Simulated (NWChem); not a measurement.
System: CaF2; SMILES [F][Ca][F]

NWChem input:

```
start job
memory heap 200 mb stack 900 mb global 1100 mb
geometry units angstroms noautoz
  Ca     0.000000     0.000000     0.191953
  F      1.900268     0.000000    -0.416057
  F     -1.900268     0.000000    -0.416057
end
basis spherical
  * library def2-svp
end
dft
  xc becke97-d
  disp vdw 2
  iterations 150
  mulliken
end
task dft energy
```

Output (shortened):

```
             Northwest Computational Chemistry Package (NWChem) 7.3.0
             --------------------------------------------------------

 C2V symmetry detected

                             Geometry "geometry" -> ""
                             -------------------------

 Output coordinates in angstroms (scale by  1.889725989 to convert to a.u.)

  No.       Tag          Charge          X              Y              Z
 ---- ---------------- ---------- -------------- -------------- --------------
    1 Ca                  20.0000     0.00000000     0.00000000     0.28800474
    2 F                    9.0000     1.90026800     0.00000000    -0.32000526
    3 F                    9.0000    -1.90026800     0.00000000    -0.32000526

 Effective nuclear repulsion energy (a.u.)     106.7608393585

      Symmetry information
      --------------------

 Group name             C2v
 Group number             16
 Group order               4
 No. of unique centers     2

                                 NWChem DFT Module
                                 -----------------

 Summary of "ao basis" -> "ao basis" (spherical)
 ------------------------------------------------------------------------------
       Tag                 Description            Shells   Functions and Types
 ---------------- ------------------------------  ------  ---------------------
 Ca                         def2-svp                10       24   5s3p2d
 F                          def2-svp                 6       14   3s2p1d

      Symmetry analysis of basis
      --------------------------

        a1         22
        a2          6
        b1         15
        b2          9

            General Information
            -------------------
          SCF calculation type: DFT
          Wavefunction type:  closed shell.
          No. of atoms     :     3
          No. of electrons :    38
           Alpha electrons :    19
            Beta electrons :    19
          Charge           :     0
          Spin multiplicity:     1
          Use of symmetry is: on ; symmetry adaption is: on
          Maximum number of iterations: 150
          AO basis - number of functions:    52
                     number of shells:    22
          Convergence on energy requested:  1.00D-06
          Convergence on density requested:  1.00D-05
          Convergence on gradient requested:  5.00D-04

              XC Information
              --------------
                   Becke 97-D Method XC Functional
                  Becke 1997-D Exchange Functional  1.000
                Becke 1997-D Correlation Potential  1.000

             Grid Information
             ----------------
          Grid used for XC integration:  medium
          Radial quadrature: Mura-Knowles
          Angular quadrature: Lebedev.
          Tag              B.-S. Rad. Rad. Pts. Rad. Cut. Ang. Pts.
          ---              ---------- --------- --------- ---------
          Ca                  1.80      112          11.0       590
          F                   0.50       49           8.0       434
          Grid pruning is: on
          Number of quadrature shells:   161
          Spatial weights used:  Erf1

      Superposition of Atomic Density Guess
      -------------------------------------

 Sum of atomic energies:        -875.24572668

      Non-variational initial energy
      ------------------------------

 Total energy =    -874.940374
 1-e energy   =   -1416.686896
 2-e energy   =     434.985682
 HOMO         =      -0.642811
 LUMO         =      -0.138502

      Symmetry analysis of molecular orbitals - initial
      -------------------------------------------------

  Numbering of irreducible representations:

     1 a1          2 a2          3 b1          4 b2

  Orbital symmetries:

     1 a1          2 a1          3 b1          4 a1          5 b1
     6 a1          7 b2          8 a1          9 b1         10 a1
    11 b2         12 a1         13 b1         14 a1         15 a2
    16 b1         17 a1         18 b2         19 b1         20 a1
    21 a1         22 b2         23 a1         24 b2         25 a1
    26 b1         27 a2         28 b1         29 a1

     ---------------------------------------------
      Total Density - Mulliken Population Analysis
     ---------------------------------------------

    Atom       Charge   Shell Charges
 -----------   ------   -------------------------------------------------------
    1 Ca  20    18.28   2.00  2.00  2.00  0.07 -0.00  6.00  6.00  0.05  0.10  0.07
    2 F    9     9.86   1.99  1.16  0.81  3.64  2.24  0.00
    3 F    9     9.86   1.99  1.16  0.81  3.64  2.24  0.00

   convergence    iter        energy       DeltaE   RMS-Dens  Diis-err
 ---------------- ----- ----------------- --------- --------- ---------
 d= 0,ls=0.0,diis     1   -877.0168763883 -9.84D+02  8.11D-02  1.32D+00
 d= 0,ls=0.0,diis     2   -870.4630428801  6.55D+00  7.10D-02  6.30D+01
 d= 0,ls=0.0,diis     3   -877.1617656810 -6.70D+00  3.42D-03  3.72D-01
 d= 0,ls=0.0,diis     4   -877.1890348094 -2.73D-02  1.69D-03  1.88D-02
 d= 0,ls=0.0,diis     5   -877.1913468945 -2.31D-03  2.21D-04  2.52D-04
  Resetting Diis
 d= 0,ls=0.0,diis     6   -877.1913723002 -2.54D-05  5.33D-05  2.31D-05
 d= 0,ls=0.0,diis     7   -877.1913748862 -2.59D-06  2.18D-05  6.33D-07
 d= 0,ls=0.0,diis     8   -877.1913747457  1.40D-07  1.48D-05  2.22D-06
 d= 0,ls=0.0,diis     9   -877.1913749461 -2.00D-07  2.90D-06  7.89D-08

         Total DFT energy =     -877.191374946081
      One electron energy =    -1423.152887207015
           Coulomb energy =      496.503385560830
    Exchange-Corr. energy =      -57.302427526036
 Nuclear repulsion energy =      106.760839358462

    Dispersion correction =       -0.000285132322

 Numeric. integr. density =       38.000002656930

                  Occupations of the irreducible representations
                  ----------------------------------------------

[...]
```

Level: B97-D/def2-SVP. All runs use the structure optimised with PBE0-D3(BJ)/def2-TZVP.
